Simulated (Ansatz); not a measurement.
TeSe₂. Total charge 0; singlet. Geometry B3LYP-D4/def2-TZVP; atoms count from 1.

Cartesian coordinates in Å:
```
Se -0.925 -1.059 0.151
Se 0.482 0.561 1.206
Te 0.443 0.499 -1.356
```

In the def2 sets Te takes a core potential; there is no spin–orbit coupling. The structure comes from a short search, and lower isomers may exist.

Estimate the Mulliken populations from the PBE0/def2-TZVP orbitals of Ansatz.


```json
{"atom": "Se1", "charge (e)": "-0.09"}
{"atom": "Se2", "charge (e)": "-0.09"}
{"atom": "Te3", "charge (e)": "0.17"}
```
Mulliken values depend strongly on the basis.

And the Mayer bond orders between heavy atoms (over 0.3)?

Se1–Se2 1.08 (2.39 Å); Se1–Te3 1.06 (2.56 Å); Se2–Te3 1.06 (2.56 Å).
